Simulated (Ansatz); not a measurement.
One change: `FC(F)(F)C1=CC(C(F)(F)F)=[O+][Sn-]([Cl])[O]1` becomes `[OH][Zn-]1[O]C(C(F)(F)F)=CC(C(F)(F)F)=[O+]1`.

Ansatz, PBE0-D4/def2-TZVP geometries, multiplicity 1. Each molecule was computed in one conformer, which needn't be the lowest.

Elements past krypton have def2 core potentials. Scalar relativity is left out up to krypton.

| property | `FC(F)(F)C1=CC(C(F)(F)F)=[O+][Sn-]([Cl])[O]1` |
| --- | --- |
| size of the dipole moment (ωB97M-V/def2-TZVPP) / D | 2.35 |
| size of the dipole moment (B3LYP/def2-TZVPP) / D | 2.39 |
| HOMO–LUMO gap (PBE/def2-TZVPP) / eV | 2.97 |
| HOMO energy (PBE/def2-TZVPP) / eV | -6.97 |
| LUMO energy (PBE/def2-TZVPP) / eV | -4.00 |
| HOMO energy (PBE0/def2-TZVPP) / eV | -8.08 |

Problem. What does the change do to each property? (An estimate is asked.)

Solution. Ansatz gave: 
```tsv
property	`[OH][Zn-]1[O]C(C(F)(F)F)=CC(C(F)(F)F)=[O+]1`	shift
size of the dipole moment (ωB97M-V/def2-TZVPP) / D	1.97	-0.38
size of the dipole moment (B3LYP/def2-TZVPP) / D	1.90	-0.49
HOMO–LUMO gap (PBE/def2-TZVPP) / eV	2.71	-0.26
HOMO energy (PBE/def2-TZVPP) / eV	-6.63	0.34
LUMO energy (PBE/def2-TZVPP) / eV	-3.92	0.08
HOMO energy (PBE0/def2-TZVPP) / eV	-8.17	-0.09
```

With PBE0 the HOMO falls by 0.09 eV and the LUMO rises by 0.10 eV, so the gap widens by about 0.19 eV. PBE moves the HOMO by 0.34 eV and ωB97M-V by -0.28 eV. Dipoles are sizes alone; their direction can turn.

B3LYP here is the variant with VWN-RPA as its local correlation; programs differ in this.
